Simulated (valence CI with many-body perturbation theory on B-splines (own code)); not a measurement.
**Isoelectronic trend, 31 electrons, Ga to Lu40+**

Calculated by valence CI with perturbative core correlation (CI+MBPT): three valence electrons over a frozen Dirac-Fock core [Ar] 3d10, radial functions for each j: 11 s, 11 p, 9 d, 7 f, 5 g, 2 h, 1 i, with the one-electron correlation potential Σ1, the two-electron term Σ2, the three-electron term Σ3, Breit, model QED; selected CI, second order for the rest (own B-spline code, finite nucleus). Basis and details of the method differ along the sequence, and some ions are missing.

Excitation energies in eV above the lowest level of each ion. Labels name the leading LS component, so a column can jump where levels mix; a blank means that no level of the computed list carries the label, and where several do, the lowest of them is shown. The ionisation energies from NIST are mostly theoretical or semi-empirical. By estimate, excited configurations hold to about 0.1 % in light ions and 0.5 % in heavy ones, terms of the ground configuration to 0.5 to 2 %, and small fine-structure intervals to 10 cm⁻¹ or more; near the neutral end and where shells cross, configurations can be misplaced by 0.1 to 0.6 eV.

| Ion | Lowest level | IE (eV) | IE, NIST (eV) | 4s2 4p 2P°_3/2 | 4s 4p2 4P_1/2 | 4s 4p2 2D_3/2 | 4s 4p2 4P_5/2 | 4s 4p2 2P_1/2 | 4p3 4S°_3/2 | 4p3 2D°_5/2 |
| --- | --- | --- | --- | --- | --- | --- | --- | --- | --- | --- |
| Ga | 4s2 4p 2P°_1/2 | 5.9779 | 5.9993 | 0.1010 | 4.649 |  | 4.764 |  |  |  |
| Se3+ | 4s2 4p 2P°_1/2 | 42.959 | 42.947 | 0.5413 | 9.818 | 12.89 | 10.34 | 16.88 | 25.88 | 25.32 |
| Rb6+ | 4s2 4p 2P°_1/2 | 99.108 | 98.67 ± 0.04 | 1.297 | 15.15 | 19.91 | 16.36 | 25.16 | 39.02 | 39.03 |
| Nb10+ | 4s2 4p 2P°_1/2 | 200.83 | 200.28 ± 0.06 | 2.966 | 22.58 | 29.87 | 25.34 | 37.12 | 56.56 | 58.18 |
| Ru13+ | 4s2 4p 2P°_1/2 | 296.72 | 295.9 ± 0.09 | 4.867 | 28.43 | 38.09 | 32.93 | 42.47 | 70.71 | 73.83 |
| Ag16+ | 4s2 4p 2P°_1/2 | 409.3 | 408.43 ± 0.16 | 7.480 | 34.51 | 47.13 | 41.39 | 51.48 | 85.69 | 90.99 |
| Sn19+ | 4s2 4p 2P°_1/2 | 538.65 | 537 ± 4 | 10.97 | 40.79 | 57.18 | 50.83 | 61.36 | 109.4 | 110.0 |
| I22+ | 4s2 4p 2P°_1/2 | 684.93 | 683 ± 4 | 15.51 | 47.25 | 68.40 | 61.43 | 72.35 | 130.5 | 131.2 |
| Ba25+ | 4s2 4p 2P°_1/2 | 848.36 | 846 ± 4 | 21.31 | 53.86 | 81.02 | 73.39 | 84.71 | 154.4 | 155.1 |
| Pr28+ | 4s2 4p 2P°_1/2 | 1029.2 | 1028 ± 4 | 28.62 | 60.62 | 95.28 | 86.96 | 98.71 | 181.1 | 181.7 |
| Sm31+ | 4s2 4p 2P°_1/2 | 1227.8 | 1226 ± 4 | 37.68 | 67.52 | 111.4 | 137.1 | 114.6 | 212.8 | 210.6 |
| Tb34+ | 4s2 4p 2P°_1/2 | 1444.4 | 1443 ± 5 | 48.81 | 74.57 | 129.8 | 164.9 | 132.8 | 246.9 | 249.0 |
| Er37+ | 4s2 4p 2P°_1/2 | 1679.6 | 1678 ± 4 | 62.34 | 81.78 | 150.8 | 197.2 | 153.6 | 286.8 | 290.5 |
| Lu40+ | 4s2 4p 2P°_1/2 | 1933.9 | 1933 ± 4 | 78.66 | 89.17 | 174.7 | 234.0 | 177.3 | 328.8 | 346.0 |

Q: Does the computed ground configuration or its J change in this range?

A: No, it stays 4s2 4p with J = 1/2; its leading component is 95 % 2P° at the start and 99 % 2P° at the end, where the leading jj configuration holds 99 %.

Shares of the ionisation energy in eV, for some of the ions:

| Ion | Σ1 | Σ2 | Σ3 | Breit | QED |
| --- | --- | --- | --- | --- | --- |
| Ga | 0.289 | -0.159 | -0.000508 | -0.00336 | 0.00198 |
| Rb6+ | 0.904 | -0.212 | -0.0129 | -0.0551 | 0.00705 |
| Ru13+ | 1.22 | -0.206 | -0.0248 | -0.197 | 0.0152 |
| Sn19+ | 1.40 | -0.191 | -0.0323 | -0.413 | 0.0230 |
| Ba25+ | 1.55 | -0.168 | -0.0382 | -0.744 | 0.0293 |
| Sm31+ | 1.68 | -0.138 | -0.0430 | -1.22 | 0.0302 |
| Er37+ | 1.79 | -0.103 | -0.0470 | -1.87 | 0.0199 |
